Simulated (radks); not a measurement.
Results of a calculation; reference values are marked as such.
Initial-state core-level shifts of the iron ion Fe3+ when its valence configuration changes from [Ar] 3d5. Code: a radial shooting solver on a logarithmic mesh with Libxc functionals. Model: non-relativistic Kohn-Sham, r2SCAN, spin-polarised, spherical densities, point nucleus; open shells are filled with parallel spins first; meta-GGA in the generalised Kohn-Sham scheme. Shifts are changes of the shell-averaged eigenvalues in eV (positive: less bound); the change of the density at the nucleus, which sets a Mossbauer isomer shift, is in e/bohr^3, on a base of 1.191e+04.

valence               1s       2s       2p       3p  density at nucleus
3d4.5 4p0.5       -5.462   -6.024   -5.990   -4.843              +1.421
3d4 4p1          -11.067  -12.226  -12.158   -9.712              +2.970
3d4 4s1           -9.921  -11.117  -11.048   -8.580             +13.352
3d3 4s2          -20.922  -23.381  -23.254  -17.759             +27.942
3d4.5 4s0.5       -4.885   -5.470   -5.435   -4.266              +6.435
3d2 4s1 4p2      -34.151  -38.088  -37.902  -28.573             +22.799
3d3 4s1 4p1      -21.677  -24.172  -24.040  -18.495             +17.652
3d3 4s0.5 4p1.5  -22.228  -24.712  -24.581  -19.031             +12.027
3d2 4s2 4p1      -33.624  -37.515  -37.336  -28.016             +34.344
